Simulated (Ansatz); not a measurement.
One change: `C[C](=N)[GeH2][OH]` becomes `CC(=N)C#N`.

Ansatz, PBE0-D4/def2-TZVP geometries, multiplicity 1. Each molecule was computed in one conformer, which needn't be the lowest.

Scalar relativity is left out up to krypton.

```csv
property,`C[C](=N)[GeH2][OH]`
size of the dipole moment (ωB97M-V/def2-TZVPP) / D,2.91
HOMO energy (PBE0/def2-TZVPP) / eV,-7.04
HOMO energy (ωB97M-V/def2-TZVPP) / eV,-9.30
LUMO energy (ωB97M-V/def2-TZVPP) / eV,1.62
size of the dipole moment (PBE/def2-TZVPP) / D,2.58
LUMO energy (B3LYP/def2-TZVPP) / eV,-0.70
```

(1) Give the same properties after the change, and the shifts. (Estimate.)

## Answers

(1) The calculation gave: 
```json
{"property": "size of the dipole moment (ωB97M-V/def2-TZVPP) / D", "`CC(=N)C#N`": "4.74", "shift": "1.83"}
{"property": "HOMO energy (PBE0/def2-TZVPP) / eV", "`CC(=N)C#N`": "-8.72", "shift": "-1.68"}
{"property": "HOMO energy (ωB97M-V/def2-TZVPP) / eV", "`CC(=N)C#N`": "-11.16", "shift": "-1.86"}
{"property": "LUMO energy (ωB97M-V/def2-TZVPP) / eV", "`CC(=N)C#N`": "0.41", "shift": "-1.21"}
{"property": "size of the dipole moment (PBE/def2-TZVPP) / D", "`CC(=N)C#N`": "4.61", "shift": "2.03"}
{"property": "LUMO energy (B3LYP/def2-TZVPP) / eV", "`CC(=N)C#N`": "-2.10", "shift": "-1.40"}
```

With PBE0 the HOMO falls by 1.68 eV and the LUMO falls by 1.41 eV, so the gap widens by about 0.27 eV. PBE moves the HOMO by -1.38 eV and ωB97M-V by -1.86 eV. Dipoles are sizes alone; their direction can turn.

B3LYP here is the variant with VWN-RPA as its local correlation; programs differ in this.
